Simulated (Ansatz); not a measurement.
System: C$_{3}$HO (charge 0, doublet). It need not be the lowest isomer of its formula. 
Coordinates optimised at B3LYP-D3(BJ)/def2-TZVP (Ansatz, a first-principles code):
```
C
O 1 1.1862
C 1 1.4444 2 149.03
C 3 1.3287 1 62.86 2 -180.00
H 3 1.0798 4 153.24 1 180.00
```
Charge 0, spin multiplicity 2.

Parts of the frozen-core correlation energy in cc-pwCVTZ (Ansatz, hartree). Frozen orbitals: 4; correlated occupied orbitals by spin: 10 and 9; virtual: 172 and 173. Open shells are spin-unrestricted. Spin-orbit coupling is left out. No relativistic terms.

```json
[
 {"term": "reference (HF)", "value": "-188.96256"},
 {"term": "MP2 opposite-spin", "value": "-0.49606"},
 {"term": "MP2 same-spin", "value": "-0.17731"},
 {"term": "CCSD correlation", "value": "-0.67582"},
 {"term": "(T)", "value": "-0.03903"},
 {"term": "T1 diagnostic", "value": "0.023"},
 {"term": "largest doubles amplitude", "value": "0.063"},
 {"term": "<S^2> of the reference", "value": "0.776"}
]
```
